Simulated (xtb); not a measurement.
Cl2Zn, charge +1, doublet, from a rough starting geometry (GFN-xTB shapes and energies of metal compounds can be far from the true ones) (a state made from the parent by changing its charge; the spin is typed, not shown lowest); GFN2-xTB (xtb).

xtb was given this input:
```
$ xtb mol.xyz --gfn 2 --chrg 1 --uhf 1 --opt vtight --json

# file mol.xyz
3

Zn     0.06247861     0.05620195    -0.02533997
Cl     1.53912814     0.35704465    -1.44170161
Cl    -1.51509008    -0.36584800     1.39913416
```

Q: Write the output that xtb gives for this input, abridged.

A: 
```
   ID    Z sym.   atoms
    1   30 Zn     1
    2   17 Cl     2, 3

           -------------------------------------------------
          |                Calculation Setup                |
           -------------------------------------------------

           -------------------------------------------------
          |                 G F N 2 - x T B                 |
           -------------------------------------------------

          ...................................................
          :                      SETUP                      :
          :.................................................:
          :  # basis functions                  24          :
          :  # atomic orbitals                  22          :
          :  # shells                            8          :
          :  # electrons                        15          :
          :  max. iterations                   250          :
          :  Hamiltonian                  GFN2-xTB          :
          :  restarted?                      false          :
          :  GBSA solvation                  false          :
          :  PC potential                    false          :
          :  electronic temp.          300.0000000     K    :
          :  accuracy                    1.0000000          :
          :  -> integral cutoff          0.2500000E+02      :
          :  -> integral neglect         0.1000000E-07      :
          :  -> SCF convergence          0.1000000E-05 Eh   :
          :  -> wf. convergence          0.1000000E-03 e    :
          :  Broyden damping             0.4000000          :
          :  net charge                          1          :
          :  unpaired electrons                  1          :
          ...................................................

 iter      E             dE          RMSdq      gap      omega  full diag
   1     -8.8710463 -0.887105E+01  0.164E+01    3.32       0.0  T
   2     -8.8724098 -0.136356E-02  0.108E+01    6.68       1.0  T
   3     -8.8869645 -0.145547E-01  0.939E+00    3.14       1.0  T
   4     -8.9506303 -0.636658E-01  0.736E+00    3.56       1.0  T
   5     -9.0852167 -0.134586E+00  0.459E+00    4.24       1.0  T
   6     -9.1299813 -0.447647E-01  0.234E+00    4.34       1.0  T
   7     -9.1388754 -0.889406E-02  0.471E-01    4.46       1.0  T
   8     -9.1348211  0.405424E-02  0.119E+00    4.42       1.0  T
   9     -9.1390552 -0.423401E-02  0.168E-01    4.43       1.0  T
  10     -9.1389177  0.137467E-03  0.267E-01    4.42       1.0  T
  11     -9.1390921 -0.174453E-03  0.121E-01    4.42       1.0  T
  12     -9.1390255  0.666945E-04  0.192E-01    4.42       1.0  T
  13     -9.1391243 -0.988082E-04  0.718E-02    4.42       1.0  T
  14     -9.1391400 -0.157317E-04  0.859E-03    4.42       6.7  T
  15     -9.1391401 -0.645607E-07  0.691E-03    4.42       8.3  T
  16     -9.1391401 -0.283111E-07  0.634E-03    4.42       9.1  T
  17     -9.1391402 -0.112766E-06  0.441E-04    4.42     131.0  T
  18     -9.1391402 -0.373136E-09  0.403E-05    4.42    1433.3  T

   *** convergence criteria satisfied after 18 iterations ***

         :::::::::::::::::::::::::::::::::::::::::::::::::::::
         ::                     SUMMARY                     ::
         :::::::::::::::::::::::::::::::::::::::::::::::::::::
         :: total energy              -9.135035773502 Eh    ::
         :: gradient norm              0.023137689205 Eh/a0 ::
         :: HOMO-LUMO gap              4.424442140790 eV    ::
         ::.................................................::
         :: SCC energy                -9.139140325977 Eh    ::
         :: -> isotropic ES            0.178817595833 Eh    ::
         :: -> anisotropic ES         -0.004432875097 Eh    ::
         :: -> anisotropic XC          0.000799546245 Eh    ::
         :: -> dispersion             -0.001572077582 Eh    ::
         :: repulsion energy           0.004104552475 Eh    ::
[...]
 * total energy  :    -9.1350358 Eh     change       -0.1181277E-11 Eh
 * total energy  :    -9.1373266 Eh     change       -0.2290836E-02 Eh
 * total energy  :    -9.1379518 Eh     change       -0.6251763E-03 Eh
 * total energy  :    -9.1380138 Eh     change       -0.6203323E-04 Eh
 * total energy  :    -9.1380384 Eh     change       -0.2454198E-04 Eh
 * total energy  :    -9.1380510 Eh     change       -0.1267416E-04 Eh
 * total energy  :    -9.1380527 Eh     change       -0.1628186E-05 Eh
 * total energy  :    -9.1380528 Eh     change       -0.1412198E-06 Eh
 * total energy  :    -9.1380529 Eh     change       -0.7847625E-07 Eh
   *** GEOMETRY OPTIMIZATION CONVERGED AFTER 9 ITERATIONS ***
         :: total energy              -9.138052883461 Eh    ::
[...]
         :::::::::::::::::::::::::::::::::::::::::::::::::::::

           -------------------------------------------------
          |                Property Printout                |
           -------------------------------------------------

    * Orbital Energies and Occupations

         #    Occupation            Energy/Eh            Energy/eV
      -------------------------------------------------------------
         1        2.0000           -1.2863132             -35.0024
         2        2.0000           -1.2742674             -34.6746
         3        2.0000           -0.7830154             -21.3069
         4        2.0000           -0.6971443             -18.9703
         5        2.0000           -0.6971442             -18.9703
         6        2.0000           -0.6960527             -18.9406
         7        1.5000           -0.6863621             -18.6769
         8        1.5000           -0.6863621             -18.6769 (HOMO)
         9                         -0.5537545             -15.0684 (LUMO)
        10                         -0.3444336              -9.3725
        11                         -0.3444259              -9.3723
        12                         -0.2335478              -6.3552
        13                         -0.2329347              -6.3385
        14                         -0.2329347              -6.3385
        15                         -0.2311249              -6.2892
        16                         -0.2311249              -6.2892
        17                         -0.2311249              -6.2892
        18                         -0.2311249              -6.2892
        19                         -0.2310281              -6.2866
       ...                                ...                  ...
        22                          0.5370240              14.6132
      -------------------------------------------------------------
                  HL-Gap            0.1326076 Eh            3.6084 eV
             Fermi-level           -0.6532101 Eh          -17.7748 eV

     #   Z          covCN         q      C6AA      α(0)
     1  30 Zn       1.522     0.364   120.712    21.462
     2  17 Cl       0.761     0.318    90.003    14.512
     3  17 Cl       0.761     0.318    90.003    14.512

 Mol. C6AA /au·bohr⁶  :        887.568063
 Mol. C8AA /au·bohr⁸  :      47639.012617
 Mol. α(0) /au        :         50.486039

Wiberg/Mayer (AO) data.
largest (>0.10) Wiberg bond orders for each atom

 ---------------------------------------------------------------------------
     #   Z sym  total        # sym  WBO       # sym  WBO       # sym  WBO
 ---------------------------------------------------------------------------
     1  30 Zn   1.882 --     2 Cl   0.941     3 Cl   0.941
     2  17 Cl   1.415 --     1 Zn   0.941     3 Cl   0.474
     3  17 Cl   1.415 --     1 Zn   0.941     2 Cl   0.474
 ---------------------------------------------------------------------------

Topologies differ in total number of bonds
Writing topology from bond orders to xtbtopo.mol

molecular dipole:
                 x           y           z       tot (Debye)
 q only:        0.055       0.030      -0.043
   full:        0.055       0.031      -0.042       0.193
molecular quadrupole (traceless):
                xx          xy          yy          xz          yz          zz
 q only:        3.155       2.077      -5.129      -8.164      -1.932       1.973
  q+dip:        3.421       2.252      -5.561      -8.852      -2.095       2.139
   full:        2.706       1.781      -4.397      -7.000      -1.657       1.692

optimized geometry written to: xtbopt.xyz

           -------------------------------------------------
          | TOTAL ENERGY               -9.138052883461 Eh   |
          | GRADIENT NORM               0.000017476104 Eh/α |
          | HOMO-LUMO GAP               3.608435729531 eV   |
           -------------------------------------------------

normal termination of xtb
```
